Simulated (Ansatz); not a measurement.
Process, species as SMILES: O=C=[N] → C atom + N atom + O atom
B3LYP-D3(BJ)/def2-TZVP geometries, fixed; electronic energies without zero-point terms.
Largest species:
```
C
O 1 1.1754
N 1 1.2216 2 180.00
```
Charge 0, spin multiplicity 2.

Basis-set convergence of the atomisation energy at B3LYP with Ansatz (a quantum-chemistry and plane-wave program). All functions are spherical. The program fits the integrals of some runs and decomposes those of others, by size. Open shells are unrestricted. No added dispersion term, no relativity. Functions are those of the species that has most. Reference: the value in aug-pcseg-3, 323.76 kcal/mol, itself unsure by roughly 0.18 kcal/mol (its mean distance from aug-cc-pVQZ, cc-pV5Z, def2-QZVPPD). Deviations are taken from unrounded values.

| basis | functions | atomisation energy (kcal/mol) |
|---|---|---|
| cc-pVDZ | 42 | 317.32 |
| aug-cc-pVDZ | 69 | 315.58 |
| def2-SVP | 42 | 326.99 |
| def2-SVPD | 63 | 327.59 |
| pcseg-1 | 42 | 317.01 |
| aug-pcseg-1 | 69 | 319.59 |
| 6-311G** | 54 | 320.08 |
| 6-311+G** | 66 | 318.09 |
| cc-pVTZ | 90 | 323.20 |
| aug-cc-pVTZ | 138 | 322.29 |
| pcseg-2 | 90 | 323.11 |
| aug-pcseg-2 | 138 | 323.51 |
| def2-TZVPP | 93 | 323.08 |
| def2-TZVPPD | 114 | 322.97 |
| cc-pVQZ | 165 | 324.14 |
| aug-cc-pVQZ | 240 | 323.72 |
| def2-QZVPP | 171 | 323.35 |
| def2-QZVPPD | 192 | 323.30 |
| pcseg-3 | 180 | 323.73 |
| aug-pcseg-3 | 255 | 323.76 |

What the diffuse functions change, pair by pair:
- cc-pVDZ to aug-cc-pVDZ: 27 more functions, deviation -6.44 to -8.18 kcal/mol
- def2-SVP to def2-SVPD: 21 more functions, deviation 3.23 to 3.83 kcal/mol
- pcseg-1 to aug-pcseg-1: 27 more functions, deviation -6.75 to -4.17 kcal/mol
- 6-311G** to 6-311+G**: 12 more functions, deviation -3.68 to -5.67 kcal/mol
- cc-pVTZ to aug-cc-pVTZ: 48 more functions, deviation -0.56 to -1.47 kcal/mol
- pcseg-2 to aug-pcseg-2: 48 more functions, deviation -0.65 to -0.25 kcal/mol
- def2-TZVPP to def2-TZVPPD: 21 more functions, deviation -0.68 to -0.79 kcal/mol
- cc-pVQZ to aug-cc-pVQZ: 75 more functions, deviation 0.38 to -0.04 kcal/mol
- def2-QZVPP to def2-QZVPPD: 21 more functions, deviation -0.41 to -0.46 kcal/mol
- pcseg-3 to aug-pcseg-3: 75 more functions, deviation -0.03 to 0.00 kcal/mol

Leaving out the reference's own pair, they bring the value nearer the reference by more than 0.18 kcal/mol in 3 of 9 pairs.
